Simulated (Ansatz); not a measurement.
Conformers of C2H7ClFNOSi, SMILES `CN[Si](F)(Cl)OC`, each relaxed with PBE0-D4/def2-TZVP in Ansatz. CBS adds the triple-zeta coupled-cluster correction to the MP2 limit.

Not all of them had a frequency check.

Conformer A:

```xyz
14

C    -0.611   -1.493    1.099
N     0.274   -0.346    1.178
Si    1.235    0.191   -0.100
F     2.014    1.459    0.456
Cl    2.635   -1.137   -0.754
O     0.363    0.536   -1.416
C    -0.754    1.404   -1.430
H    -1.504   -1.338    1.710
H    -0.130   -2.425    1.416
H    -0.941   -1.629    0.067
H     0.571   -0.117    2.113
H    -1.378    1.137   -2.284
H    -1.345    1.315   -0.514
H    -0.428    2.442   -1.541
```

Conformer B:

Cartesian coordinates in Å:
```
C -2.053 -0.468 0.909
N -0.628 -0.218 0.781
Si 0.055 0.974 -0.198
F -0.751 0.951 -1.567
Cl -0.093 2.883 0.501
O 1.635 0.716 -0.413
C 2.192 -0.453 -0.985
H -2.241 -1.527 1.105
H -2.552 -0.217 -0.027
H -2.519 0.120 1.708
H -0.096 -0.494 1.592
H 1.677 -1.354 -0.639
H 3.240 -0.505 -0.689
H 2.134 -0.408 -2.076
```

**Question.** Which is lowest in electronic energy at CCSD(T)/CBS (frozen core, def2 sets), and by how much? (Best estimate.)

**Answer.** Computed: A; B lies 1.8 kJ/mol higher. Gaps under about 2 kJ/mol don't settle the order.

**Question.** Give the energies relative to A (kJ/mol) with ωB97M-V/def2-TZVPP, B2PLYP/def2-TZVPP, HF/def2-TZVPP, MP2/def2-TZVPP, SCS-MP2/def2-TZVPP, CCSD(T)/def2-TZVPP, HF/CBS(def2). (Best estimate.)

**Answer.** Ansatz gave: 
| level | B |
| --- | --- |
| ωB97M-V/def2-TZVPP | 1.8 |
| B2PLYP/def2-TZVPP | 0.9 |
| HF/def2-TZVPP | 0.4 |
| MP2/def2-TZVPP | 1.9 |
| SCS-MP2/def2-TZVPP | 1.5 |
| CCSD(T)/def2-TZVPP | 1.6 |
| HF/CBS(def2) | 0.4 |
